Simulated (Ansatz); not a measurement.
H2BOS, SMILES `O[B-]S` (lower singlet; H–O–B–S torsion 0°, O–B–S–H torsion 180°) (charge -1, multiplicity 1). This singlet lies 1.45 eV below the relaxed triplet at the level frozen-core CCSD(T)/aug-cc-pVTZ // B3LYP-D3(BJ)/def2-TZVPD (Ansatz, a quantum-chemistry and plane-wave program).

Z-matrix (Å, degrees):
```
B
O 1 1.3852
H 2 0.9772 1 116.51
S 1 1.9803 2 107.62 3 -0.02
H 4 1.3379 1 97.46 2 179.98
```
Charge -1, spin multiplicity 1.

The restricted HF start is unstable towards unrestricted orbitals.

Problem. Give the natural occupations of the active orbitals, the CASSCF energy and the corrected energy for frozen-core fic-MRCISD+Q@CASSCF(2e,2o)/aug-cc-pVTZ // B3LYP-D3(BJ)/def2-TZVPD (Ansatz).

Solution. 
| Property | Value |
|---|---|
| natural occupations | 1.98, 0.02 |
| CASSCF energy | -498.3203 Ha |
| corrected energy | -498.8688 Ha |
| weight of the reference | 0.869 |
